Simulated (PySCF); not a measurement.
C₂H₇Cl₃Si₂, SMILES Cl[Si]([SiH2]CC)(Cl)Cl, singlet (GFN2-xTB optimised geometry):

```
14

C      2.038    -0.460     1.183
C      1.440    -1.218     0.000
Si    -0.465    -1.218     0.000
Si    -1.249     0.978     0.000
Cl    -0.091     2.246    -1.097
Cl    -1.351     1.788     1.865
Cl    -3.126     1.112    -0.776
H      3.126    -0.502     1.156
H      1.740     0.586     1.164
H      1.707    -0.891     2.125
H      1.806    -2.246     0.014
H      1.810    -0.774    -0.927
H     -0.958    -1.923     1.191
H     -0.947    -1.938    -1.186
```

Calculation: B3LYP/def2-TZVP (PySCF).

Q: What are the frontier orbital energies and the dipole moment?

A: HOMO-2 -8.80 eV, HOMO-1 -8.80 eV, HOMO -8.17 eV, LUMO -0.85 eV, LUMO+1 -0.66 eV; dipole moment 2.30 D.

On the same geometry PBE/def2-TZVP in PySCF gives HOMO-2 -7.70 eV, HOMO-1 -7.68 eV, HOMO -7.17 eV, LUMO -1.53 eV, LUMO+1 -1.37 eV; dipole moment 2.24 D.

Meta-Löwdin charges at B3LYP/def2-TZVP: C1 -0.32, C2 -0.41, Si3 0.40, Si4 0.76, Cl5 -0.28, Cl6 -0.28, Cl7 -0.28, H8 0.11, H9 0.11, H10 0.11, H11 0.12, H12 0.12, H13 -0.09, H14 -0.09.
